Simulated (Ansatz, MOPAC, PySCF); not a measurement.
Energy landscape of H₃Si (cation, charge +1), singlet: umbrella (inversion) coordinate, bond length relaxed. Scanned: angle between the Si-H bonds and the threefold axis (90 = planar). Other coordinates (Si-H bond length) were minimised at B3LYP/def2-TZVP.

- PM3, restricted, heats of formation (MOPAC)
- AM1, restricted, heats of formation (MOPAC)
- RKS-B3LYP/6-31G* = restricted B3LYP/6-31G*, spherical d in PySCF
- FCI/def2-SVP = Ansatz (an electronic-structure program) with full CI/def2-SVP, frozen core

Energies relative to the lowest point of each profile, in kJ/mol; the last columns give the difference from FCI:

```
a / °     PM3    AM1  RKS-B3LYP/6-31G*  FCI/def2-SVP  PM3 − FCI/def2-SVP  AM1 − FCI/def2-SVP  RKS-B3LYP/6-31G* − FCI/def2-SVP
------  -----  -----  ----------------  ------------  ------------------  ------------------  -------------------------------
90        0.0    0.0               0.0           0.0                 0.0                 0.0                              0.0
93.23     1.7    1.5               2.3           2.4                -0.7                -0.9                             -0.1
96.64     7.2    6.5               9.9          10.2                -3.0                -3.8                             -0.3
99.30    14.2   12.6              19.4          20.0                -5.8                -7.4                             -0.6
101.44   21.5   19.1              29.4          30.3                -8.8               -11.2                             -0.9
104.51   34.7   30.7              47.5          48.9               -14.2               -18.1                             -1.3
108.65   57.4   50.7              79.1          80.9               -23.5               -30.2                             -1.8
110.73   71.0   62.5              98.2         100.1               -29.1               -37.6                             -1.9
113.56   91.9   80.5             127.7         129.6               -37.7               -49.1                             -1.9
117.43  125.0  108.7             175.1         176.5               -51.6               -67.8                             -1.5
119.70  146.7  127.1             206.8         207.7               -60.9               -80.5                             -0.9
122.38  174.5  150.5             248.3         248.0               -73.5               -97.5                              0.3
126.51  221.4  190.1             321.4         318.1               -96.7              -128.0                              3.3
128.66  247.3  212.4             364.2         358.5              -111.2              -146.1                              5.7
132     288.9  249.1             437.9         426.7              -137.8              -177.6                             11.2
```

PM3 is furthest from FCI/def2-SVP at 132 (-137.8 kJ/mol, below); its mean absolute difference over the points is 43.6 kJ/mol.

AM1 is furthest from FCI/def2-SVP at 132 (-177.6 kJ/mol, below); its mean absolute difference over the points is 57.1 kJ/mol.

RKS-B3LYP/6-31G* is furthest from FCI/def2-SVP at 132 (11.2 kJ/mol, above); its mean absolute difference over the points is 2.1 kJ/mol.
